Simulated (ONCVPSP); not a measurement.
# An all-electron radial function and its pseudo partner (selenium)

Columns: radius, all-electron u(r) and pseudo u(r) of the 3s shell (level -213.51 eV) of selenium in the configuration [Ne] 3s2 3p6 3d10 4s2 4p4; PBE, scalar-relativistic, ONCV scheme, ONCVPSP 4.0.1.

```csv
r (bohr),all-electron,pseudo
0.053,0.0702,0.2224
0.105,-0.6857,0.4344
0.158,-0.7393,0.6383
0.210,-0.3144,0.8211
0.262,0.2499,0.9821
0.315,0.7659,1.1185
0.368,1.1423,1.2227
0.420,1.3670,1.2907
0.473,1.4687,1.3233
0.525,1.4743,1.3206
0.578,1.4155,1.2862
0.630,1.3178,1.2252
0.683,1.1967,1.1408
0.735,1.0697,1.0415
0.788,0.9408,0.9301
0.840,0.8204,0.8176
0.893,0.7070,0.7065
0.945,0.6066,0.6064
0.998,0.5156,0.5154
1.050,0.4375,0.4373
1.102,0.3695,0.3694
1.155,0.3100,0.3099
1.208,0.2592,0.2591
1.260,0.2169,0.2168
1.313,0.1804,0.1803
1.365,0.1503,0.1502
```

Question: How many radial nodes do the two functions have?

Answer: The all-electron 3s function has n − l − 1 = 2; the pseudo-wave has 0, since the states of the same l below it are removed with the core.

Question: At about which radius was the pseudo-wave matched?

Answer: 0.95 bohr. The columns agree to 0.0005 from 0.89 bohr on; several derivatives are matched, so the curves merge somewhat inside the radius.

Question: Where does each function peak?

Answer: Outermost all-electron maximum near 0.53 bohr, pseudo maximum near 0.47 bohr (to the table’s step).

Question: Is the pseudo-wave norm-conserving?

Answer: Yes: the ONCV scheme keeps the norm inside the radius equal to the all-electron one, which fixes the energy derivative of the logarithmic derivative at the level.
